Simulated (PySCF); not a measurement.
A structure optimised at PBE0-D3(BJ)/def2-SVP, used in a PySCF frequency run:

```
C
C 1 1.4901
H 2 1.0927 1 117.43
H 2 1.0929 3 115.22 1 143.24
C 1 1.4901 2 60.86 3 -108.48
H 5 1.0927 1 117.43 2 108.48
H 5 1.0929 6 115.22 1 -143.24
Cl 1 1.7552 2 118.31 3 143.07
Br 1 1.9170 2 118.37 3 0.02
```

Write its SMILES, formula and point group.

ClC1(Br)CC1, C3H4BrCl, Cs

What are its rotational constants (standard atomic weights)?

3.7751, 1.7888, 1.3443 GHz
